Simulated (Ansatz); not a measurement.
Reaction (formal exchange of groups at the Si–O bond): `FCO[SiH2]Cl` + CH₃NH₂ → `NC[SiH2]Cl` + `OCF`

Computed with Ansatz on PBE0-D4/def2-TZVP structures; ΔE is electronic, products minus reactants. CCSD(T)/CBS is the MP2 limit (def2-TZVPP, def2-QZVPP) plus CCSD(T) − MP2 in def2-TZVPP, frozen cores. One conformer a species, not always the lowest.

`FCO[SiH2]Cl`:

```xyz
9

F     1.088    0.357   -1.613
C     0.694    1.076   -0.510
O    -0.516    0.616   -0.046
Si   -0.857   -0.910    0.456
Cl    0.546   -1.520    1.824
H     0.571    2.117   -0.815
H     1.480    0.966    0.245
H    -2.172   -0.823    1.116
H    -0.835   -1.880   -0.657
```

CH₃NH₂:

Z-matrix (Å, degrees):
```
C
N 1 1.453
H 1 1.092 2 109.4
H 1 1.100 2 115.4 3 -121.6
H 1 1.092 2 109.4 3 116.8
H 2 1.012 1 110.6 3 62.6
H 2 1.012 1 110.6 3 -179.3
```

`NC[SiH2]Cl`:

Cartesian coordinates in Å:
```
N -1.050 0.841 -0.687
C 0.099 0.717 0.195
Si 0.823 -1.005 0.088
Cl -0.656 -2.359 0.586
H -1.453 1.768 -0.640
H -1.775 0.184 -0.427
H -0.088 0.963 1.253
H 0.891 1.397 -0.145
H 1.931 -1.172 1.061
H 1.277 -1.332 -1.283
```

`OCF`:

```xyz
6

O    -0.840    0.156    0.664
C     0.336   -0.081    0.003
F     0.650    0.964   -0.843
H    -1.571    0.093    0.043
H     0.301   -0.981   -0.622
H     1.124   -0.151    0.754
```

| species | CCSD(T)/CBS(def2) energy (Eh) |
| --- | --- |
| `FCO[SiH2]Cl` | -964.36339 |
| CH₃NH₂ | -95.75281 |
| `NC[SiH2]Cl` | -845.26530 |
| `OCF` | -214.81254 |

Question: Work out ΔE.

Answer: ΔE = (-845.26530) + (-214.81254) − (-964.36339) − (-95.75281) = 0.03836 Eh = +100.7 kJ/mol.

Largest T1 diagnostic among the species: 0.011.

Leaving LDA and LC-ωPBE aside and taking each functional with its dispersion term where it has one, the values, not all of them listed here, spread over 21.3 kJ/mol, from revPBE-D4 to BHLYP-D4. From BLYP to BHLYP (50 % exact exchange), in def2-TZVPP and without D4, ΔE moves by +8.6 kJ/mol. At CCSD(T), def2-SVP lies −4.4 kJ/mol from the extrapolated value and def2-TZVPP +0.4 kJ/mol.
